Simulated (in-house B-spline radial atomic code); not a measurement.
Whole-atom quantities along the 27-electron series, configuration 1s2 2s2 2p6 3s2 3p6 3d3/2(4) 3d5/2(5). Breit and QED terms are first order and not part of the total energy; the density at the nucleus is averaged over the nuclear charge. Computed with a radial B-spline atomic code at the basis-set limit: Dirac-Hartree-Fock, jj configuration that fills j = l - 1/2 first, finite nuclei.

| ion | Z | E/Z² (Eh) | Σ<r²> (bohr²) | n(0)/Z³ (bohr⁻³) | Lamb diamagnetic shielding (ppm) | repulsion over attraction | Breit energy (eV) | self-energy (eV) | vacuum polarisation (eV) |
| --- | --- | --- | --- | --- | --- | --- | --- | --- | --- |
| Re48+ | 75 | -2.6632 | 0.69452 | 3.3377 | 8166.89 | 0.070227 | 452.44 | 398.18 | -72.961 |
| Os49+ | 76 | -2.6739 | 0.67097 | 3.4657 | 8319.33 | 0.069217 | 473.15 | 419.08 | -77.902 |
| Ir50+ | 77 | -2.6847 | 0.64852 | 3.6133 | 8473.81 | 0.068225 | 494.55 | 440.89 | -83.165 |
| Pt51+ | 78 | -2.6955 | 0.62712 | 3.7604 | 8630.32 | 0.067253 | 516.65 | 463.67 | -88.744 |
| Au52+ | 79 | -2.7063 | 0.60668 | 3.9193 | 8788.98 | 0.066299 | 539.48 | 487.44 | -94.674 |
| Hg53+ | 80 | -2.7171 | 0.58717 | 4.0816 | 8949.84 | 0.065363 | 563.05 | 512.26 | -100.96 |
| Tl54+ | 81 | -2.728 | 0.56851 | 4.2581 | 9113.06 | 0.064443 | 587.38 | 538.17 | -107.65 |
| Pb55+ | 82 | -2.7389 | 0.55066 | 4.4395 | 9278.66 | 0.06354 | 612.49 | 565.22 | -114.75 |
| Bi56+ | 83 | -2.7498 | 0.53358 | 4.6329 | 9446.79 | 0.062652 | 638.41 | 593.45 | -122.3 |

Task: With what power of Z does the column «Σ<r²> (bohr²)» change over this range?

Result: A fit of the logarithm of its size against log Z from Z = 75 to 83 has slope -2.60. Unscreened non-relativistic hydrogenic orbitals would give -2.
